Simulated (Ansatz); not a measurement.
bromine monochloride (BrCl), singlet, geometry from GFN2-xTB. Base run: B3LYP/aug-cc-pVDZ in Ansatz (an electronic-structure program).

The Ansatz input:
Ansatz 0.2 input:
```yaml
crystal:
  periodic: [false, false, false]
  atoms:
    - {symbol: Cl, position_ang: [-0.00000000, -0.00000000, -1.43741497]}
    - {symbol: Br, position_ang: [0.00000000, 0.00000000, 0.69817298]}
basis:
  gaussian:
    orbitals: aug-cc-pVDZ
hamiltonian:
  xc: b3lyp
```

Each row names what was changed in the base input (with any setting that the change needs).

```tsv
change	ΔE vs base (kcal/mol)
base	0.000
lower_state_search = full	0.000
point_charge = charge:1.0 position_ang:2.737, 2.7905, -1.4959	-4.22
point_charge = charge:-1.0 position_ang:0.1105, 4.0146, 0.2767	-1.24
fitting.mean_field = cc-pVTZ-JKFIT	-0.035
final_grid = 4, 8, 17	0.045
final_grid = 6, 12, 29	-0.001
accuracy = high	0.000
final_grid = 14, 28, 59	0.000
point_charge = charge:0.5 position_ang:-1.0081, -1.1218, 3.4083	1.55
lower_state_search = off	0.000
```
